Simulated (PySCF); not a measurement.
C2H4ClFOSi.

```xyz
10

O      2.6807     0.1530    -1.2475
C      2.0486     0.2584    -0.2315
C      1.1070    -0.7895     0.2861
Si    -0.6698    -0.4638    -0.1983
F     -1.6006    -1.5262     0.5894
Cl    -1.1932     1.4236     0.4188
H      2.1056     1.1870     0.3920
H      1.1275    -0.8271     1.3881
H      1.3850    -1.7725    -0.1279
H     -0.9311    -0.5967    -1.6477
```

Geometry: PBE0-D3(BJ)/def2-SVP. The structure was generated by enumeration; whether it is a known compound was not checked. The values are those of a single conformer.

These are PBE/pcSseg-1 (PySCF) values and carry that method's errors. Non-relativistic, no solvent.

Computed absolute GIAO shielding of each atom: isotropic value and principal components (ppm):
```
atom  σ(iso)      σ11     σ22    σ33    span
----  ------  -------  ------  -----  ------
O1    -387.0  -1036.4  -448.9  324.2  1360.6
C2     -14.1   -101.3   -30.9   89.9   191.2
C3     135.5     98.0   138.3  170.3    72.3
Si4    322.1    311.1   314.4  340.9    29.8
F5     301.8    245.9   312.3  347.2   101.3
Cl6    838.6    684.2   877.9  953.8   269.6
H7      21.3     18.7    20.4   24.9     6.2
H8      28.4     26.6    27.0   31.6     4.9
H9      28.8     26.3    27.5   32.8     6.4
H10     25.5     22.3    23.0   31.3     9.0
```
